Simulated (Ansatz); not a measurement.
Cost and result for the atomization energy of C3H8AlFO, SMILES `CC(C)[O][AlH][F]` (14 atoms, 13 bonds).

Z-matrix (Å, degrees):
```
C
C 1 1.517
H 1 1.093 2 110.8
H 1 1.094 2 110.1 3 -119.5
H 1 1.093 2 111.0 3 120.2
C 2 1.515 1 112.1 3 59.8
O 2 1.410 1 111.0 3 -178.6
H 2 1.099 1 108.5 3 -60.0
H 6 1.091 2 110.5 1 179.3
H 6 1.093 2 110.2 1 59.7
H 6 1.093 2 110.8 1 -60.4
Al 7 1.670 2 140.6 1 41.6
F 12 1.650 7 120.9 2 3.3
H 12 1.563 7 120.0 2 -177.2
```

The species carries charge 0 and has multiplicity 1. The structure was optimised at the PBE0-D4/def2-TZVP level. It is one conformer, not always the lowest. Program: Ansatz. All runs use 2 threads of an AMD EPYC 7R13 on a shared host and a share of an NVIDIA H100 80 GB. Times are those of one run each, without the atoms' runs, and a repeat can differ threefold. Electronic energies, without spin–orbit coupling; frozen cores. CCSD(T)/CBS adds CCSD(T) − MP2 in def2-TZVPP to the MP2 limit, and its time is that of the two runs behind it. T1 = 0.012. B3LYP takes the VWN-RPA correlation (the form of Gaussian; ORCA's B3LYP/G).

CCSD(T)/CBS is a level of theory with its own doubt, some kJ/mol a heavy atom from the limit and from the frozen cores, so smaller differences don't rank the functionals.

```csv
level,functions,wall time,atomization (kJ/mol),difference from CCSD(T)/CBS,per bond
BLYP-D4/def2-TZVPP,309,2.6 s,5473.7,-36.9,-2.8
CCSD(T)/def2-SVP,128,3 s,5257.2,-253.4,-19.5
r2SCAN-D4/def2-TZVPP (with forces),309,3.4 s,5511.4,0.8,0.1
B97M-V/def2-TZVPP,309,3.5 s,5513.5,2.9,0.2
PBE0-D4/def2-TZVPP,309,3.5 s,5486.2,-24.4,-1.9
LDA (SPW92)/def2-TZVPP,309,3.7 s,6234.8,724.2,55.7
B2PLYP/def2-TZVPP,309,4.3 s,5446.8,-63.8,-4.9
r2SCANh-D4/def2-TZVPP,309,4.7 s,5479.6,-31.0,-2.4
ωB97X-V/def2-TZVPP,309,6 s,5504.9,-5.7,-0.4
MP2/def2-QZVPP,595,6.5 s,5555.4,44.8,3.4
B3LYP-D4/def2-TZVPP (with forces),309,7 s,5487.8,-22.8,-1.8
CCSD(T)/def2-TZVPP,309,9 s,5379.8,-130.8,-10.1
CCSD(T)/CBS(def2),–,16 s,5510.6,0.0,0.0
```

Leaving LDA and LC-ωPBE aside and taking each functional with its dispersion term where it has one, the values, not all of them listed here, spread over 224.5 kJ/mol, from BHLYP-D4 to PBE-D4. LDA lies +690.1 kJ/mol from PBE without D4, its usual overbinding. From BLYP to BHLYP (50 % exact exchange), in def2-TZVPP and without D4, the atomization energy moves by −99.3 kJ/mol: exact exchange takes away binding that semilocal exchange gives to molecules. In def2-TZVPP, CCSD(T) changes the Hartree–Fock value by +1259.0 kJ/mol (the triples alone add +68.8 kJ/mol) and MP2 by +1356.2 kJ/mol; breaking electron pairs costs correlation energy, which Hartree–Fock lacks.
